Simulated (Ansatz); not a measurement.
Ansatz (a program for electronic structure) input file for Si(I)2(OH)2 (H2I2O2Si), SMILES O[Si](O)(I)I, PBE/def2-SVPD. The structure is a stationary point at PBE-D3(BJ)/def2-SVP. The structure was generated by enumeration, and PubChem lists no compound with its InChIKey, so it may never have been made. The def2 effective core potentials stand for the cores of I; spin–orbit coupling is left out. Other conformers were not sampled.

Ansatz 0.2 input:
```yaml
crystal:
  periodic: [false, false, false]
  atoms:
    - {symbol: O, position_ang: [-0.09582082, 1.39461059, -1.82118475]}
    - {symbol: Si, position_ang: [-0.00000000, -0.00000000, -0.91616700]}
    - {symbol: O, position_ang: [0.09582083, -1.39461059, -1.82118474]}
    - {symbol: I, position_ang: [-2.04569635, 0.00161054, 0.43800062]}
    - {symbol: I, position_ang: [2.04569635, -0.00161054, 0.43800062]}
    - {symbol: H, position_ang: [0.74859634, 1.66134921, -2.23138596]}
    - {symbol: H, position_ang: [-0.74859634, -1.66134922, -2.23138595]}
basis:
  gaussian:
    orbitals: def2-SVPD
hamiltonian:
  xc: {name: PBE}
```

Program output:

```
WARN ansatz: RAYON_NUM_THREADS=1 ignored (pool sized by the plan → 1); use --threads N
Functional definition: PBE
integrals: 0.12 GiB planned
1488 factors; their error is unknown
mean field: 0.63 GiB planned
mean field evaluation 1: about -28185.2410 eV, gradient 8.0e1 eV
mean field evaluation 2: about -28069.9382 eV, gradient 2.1e2 eV
mean field evaluation 4: about -28195.7322 eV, gradient 1.6e1 eV
mean field evaluation 8: about -28196.5617 eV, gradient 8.3e-2 eV
mean field evaluation 16: about -28196.5227 eV, gradient 3.0e-5 eV
mean field -28196.52273535 eV, -1036.2030982345 hartree, gradient 3.0e-5 eV, S^2 0.000000; 0 other end points of the search recorded, 0 dependent functions left out
reference -28196.52280789 eV, -1036.2031009003 hartree; 41, 41 occupied and 115, 115 virtual orbitals, 1488 factors
Total energy: -28196.52280789 eV, -1036.2031009003 hartree
```

Self-consistency was reached.
